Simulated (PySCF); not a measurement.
C$_{2}$H$_{6}$AlCl (SMILES [CH3][Al]([CH3])[Cl]), singlet, geometry from GFN2-xTB (such geometries of metal compounds can be far from the true shape). Base run: PySCF with DF-CAMB3LYP/STO-3G.

Here is a job for PySCF.
```python
from pyscf import gto, scf, dft

mol = gto.Mole()
mol.atom = '''
    Al    0.193368   -0.223623    0.204697
    C     2.048816   -0.632616   -0.398672
    H     2.555717   -1.370443    0.226104
    H     2.674934    0.265903   -0.407330
    H     2.059716   -1.014090   -1.425284
    C    -0.686717   -0.951157    1.838775
    H    -1.537920   -1.591820    1.585055
    H    -1.092588   -0.148577    2.463890
    H    -0.016870   -1.543138    2.465330
    Cl   -0.901727    1.047759   -0.953497
'''
mol.basis = 'sto-3g'
mol.charge = 0
mol.spin = 0
mol.verbose = 5
mol.build()

mf = dft.RKS(mol)
mf.xc = 'camb3lyp'
mf = mf.density_fit(auxbasis='def2-universal-jkfit')
mf.kernel()
mf.analyze()
```

The base run was repeated with changes; each row names its change, and settings that it needs were set with it.

```json
[
 {"change": "base", "basis functions": "34", "E (Eh)": "-773.61153", "HOMO (eV)": "-7.06", "HOMO-LUMO gap (eV)": "11.98", "dipole (D)": "2.55", "core-seconds (rough)": "5"},
 {"change": "basis = def2-SV(P)", "basis functions": "76", "E (Eh)": "-782.20436", "HOMO (eV)": "-9.05", "HOMO-LUMO gap (eV)": "9.49", "dipole (D)": "1.40", "core-seconds (rough)": "9"},
 {"change": "basis = 6-31+G*", "basis functions": "92", "E (Eh)": "-782.46650", "HOMO (eV)": "-9.16", "HOMO-LUMO gap (eV)": "9.26", "dipole (D)": "1.82", "core-seconds (rough)": "10"},
 {"change": "basis = cc-pVDZ", "basis functions": "94", "E (Eh)": "(withheld)", "HOMO (eV)": "(withheld)", "HOMO-LUMO gap (eV)": "(withheld)", "dipole (D)": "(withheld)", "core-seconds (rough)": "10"},
 {"change": "basis = 6-31G**", "basis functions": "94", "E (Eh)": "(withheld)", "HOMO (eV)": "(withheld)", "HOMO-LUMO gap (eV)": "(withheld)", "dipole (D)": "(withheld)", "core-seconds (rough)": "10"},
 {"change": "basis = def2-SVP", "basis functions": "94", "E (Eh)": "(withheld)", "HOMO (eV)": "-9.05", "HOMO-LUMO gap (eV)": "(withheld)", "dipole (D)": "(withheld)", "core-seconds (rough)": "10"},
 {"change": "basis = pc-1", "basis functions": "94", "E (Eh)": "-782.49571", "HOMO (eV)": "-9.21", "HOMO-LUMO gap (eV)": "9.43", "dipole (D)": "1.75", "core-seconds (rough)": "10"},
 {"change": "basis = cc-pV(D+d)Z", "basis functions": "104", "E (Eh)": "-782.50554", "HOMO (eV)": "-9.05", "HOMO-LUMO gap (eV)": "9.43", "dipole (D)": "1.57", "core-seconds (rough)": "10"},
 {"change": "basis = 6-311G**", "basis functions": "124", "E (Eh)": "-782.54450", "HOMO (eV)": "-9.22", "HOMO-LUMO gap (eV)": "9.37", "dipole (D)": "1.87", "core-seconds (rough)": "10"},
 {"change": "basis = aug-pcseg-1", "basis functions": "154", "E (Eh)": "-782.47206", "HOMO (eV)": "-9.22", "HOMO-LUMO gap (eV)": "9.15", "dipole (D)": "1.63", "core-seconds (rough)": "20"},
 {"change": "basis = aug-cc-pVDZ", "basis functions": "154", "E (Eh)": "-782.51062", "HOMO (eV)": "-9.18", "HOMO-LUMO gap (eV)": "9.17", "dipole (D)": "1.64", "core-seconds (rough)": "20"},
 {"change": "basis = cc-pVTZ", "basis functions": "212", "E (Eh)": "-782.56783", "HOMO (eV)": "-9.15", "HOMO-LUMO gap (eV)": "9.43", "dipole (D)": "1.58", "core-seconds (rough)": "30"},
 {"change": "basis = def2-TZVPD", "basis functions": "(withheld)", "E (Eh)": "(withheld)", "HOMO (eV)": "-9.18", "HOMO-LUMO gap (eV)": "(withheld)", "dipole (D)": "1.58", "core-seconds (rough)": "30"}
]
```

Some entries are withheld; supply them.


- basis = cc-pVDZ, E (Eh): -782.49710
- basis = cc-pVDZ, HOMO (eV): -9.03
- basis = cc-pVDZ, HOMO-LUMO gap (eV): 9.40
- basis = cc-pVDZ, dipole (D): 1.61
- basis = 6-31G**, E (Eh): -782.46956
- basis = 6-31G**, HOMO (eV): -9.00
- basis = 6-31G**, HOMO-LUMO gap (eV): 9.36
- basis = 6-31G**, dipole (D): 1.85
- basis = def2-SVP, E (Eh): -782.21997
- basis = def2-SVP, HOMO-LUMO gap (eV): 9.50
- basis = def2-SVP, dipole (D): 1.43
- basis = def2-TZVPD, basis functions: 217
- basis = def2-TZVPD, E (Eh): -782.56213
- basis = def2-TZVPD, HOMO-LUMO gap (eV): 9.30

Totals compare only among sets that treat the same electrons; sets with core potentials leave the core out.
